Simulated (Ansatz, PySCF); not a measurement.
H5NOSiTe, SMILES N[Te]O[SiH3]. Atoms are numbered in the order given.

```xyz
9

Te    -0.8211     0.0135     0.4343
N     -0.8624     1.9257    -0.1336
H     -0.2048     2.5391     0.3400
H     -0.8727     2.0913    -1.1362
O      1.0122    -0.5720    -0.1682
Si     1.3241    -0.9844    -1.7534
H      0.5369    -2.1824    -2.1832
H      2.7819    -1.2805    -1.8613
H      0.9872     0.1448    -2.6814
```
Charge 0, spin multiplicity 1.

The structure is a stationary point at PBE0-D3(BJ)/def2-SVP. This is a generated structure with no PubChem entry under its InChIKey; it may be hypothetical. The def2 effective core potentials stand for the cores of Te; spin–orbit coupling is left out. The values are those of a single conformer.

Two levels are set side by side: PBE-D3(BJ)/def2-SVP (Ansatz, a program for electronic structure) and PBE0-D3(BJ)/def2-SVP (Ansatz). Each level has its own optimised geometry; the coordinates shown are those of the second. Frequencies come from the Hessian of PySCF at each geometry. Differences are taken from unrounded values.

```json
[
 {"quantity": "mean bond length (Å)", "PBE0-D3(BJ)": "1.525"},
 {"quantity": "bond Te1–N2 (Å)", "PBE0-D3(BJ)": "1.995"},
 {"quantity": "bond Te1–O5 (Å)", "PBE0-D3(BJ)": "2.017"},
 {"quantity": "bond O5–Si6 (Å)", "PBE0-D3(BJ)": "1.667"},
 {"quantity": "bond N2–H3 (Å)", "PBE0-D3(BJ)": "1.016"},
 {"quantity": "bond N2–H4 (Å)", "PBE0-D3(BJ)": "1.016"},
 {"quantity": "bond Si6–H7 (Å)", "PBE0-D3(BJ)": "1.497"},
 {"quantity": "bond Si6–H8 (Å)", "PBE0-D3(BJ)": "1.491"},
 {"quantity": "bond Si6–H9 (Å)", "PBE0-D3(BJ)": "1.500"},
 {"quantity": "highest harmonic wavenumber (cm⁻¹)", "PBE0-D3(BJ)": "3687"},
 {"quantity": "mean harmonic wavenumber (cm⁻¹)", "PBE0-D3(BJ)": "1153"},
 {"quantity": "zero-point energy (kcal/mol)", "PBE0-D3(BJ)": "34.62"}
]
```

Question: What does PBE-D3(BJ) give, and how far is it from PBE0-D3(BJ)? (Estimate from the structure and the level; the computed values follow.)

Answer: 
```json
[
 {"quantity": "mean bond length (Å)", "PBE-D3(BJ)": "1.543", "PBE-D3(BJ) minus PBE0-D3(BJ)": "0.018"},
 {"quantity": "bond Te1–N2 (Å)", "PBE-D3(BJ)": "2.024", "PBE-D3(BJ) minus PBE0-D3(BJ)": "0.029"},
 {"quantity": "bond Te1–O5 (Å)", "PBE-D3(BJ)": "2.056", "PBE-D3(BJ) minus PBE0-D3(BJ)": "0.040"},
 {"quantity": "bond O5–Si6 (Å)", "PBE-D3(BJ)": "1.688", "PBE-D3(BJ) minus PBE0-D3(BJ)": "0.020"},
 {"quantity": "bond N2–H3 (Å)", "PBE-D3(BJ)": "1.026", "PBE-D3(BJ) minus PBE0-D3(BJ)": "0.010"},
 {"quantity": "bond N2–H4 (Å)", "PBE-D3(BJ)": "1.026", "PBE-D3(BJ) minus PBE0-D3(BJ)": "0.010"},
 {"quantity": "bond Si6–H7 (Å)", "PBE-D3(BJ)": "1.508", "PBE-D3(BJ) minus PBE0-D3(BJ)": "0.011"},
 {"quantity": "bond Si6–H8 (Å)", "PBE-D3(BJ)": "1.503", "PBE-D3(BJ) minus PBE0-D3(BJ)": "0.012"},
 {"quantity": "bond Si6–H9 (Å)", "PBE-D3(BJ)": "1.511", "PBE-D3(BJ) minus PBE0-D3(BJ)": "0.012"},
 {"quantity": "highest harmonic wavenumber (cm⁻¹)", "PBE-D3(BJ)": "3550", "PBE-D3(BJ) minus PBE0-D3(BJ)": "-137"},
 {"quantity": "mean harmonic wavenumber (cm⁻¹)", "PBE-D3(BJ)": "1110", "PBE-D3(BJ) minus PBE0-D3(BJ)": "-43"},
 {"quantity": "zero-point energy (kcal/mol)", "PBE-D3(BJ)": "33.33", "PBE-D3(BJ) minus PBE0-D3(BJ)": "-1.29"}
]
```

Exact exchange shortens and stiffens bonds; PBE has none. Differences between two approximate levels are no errors against the true value.
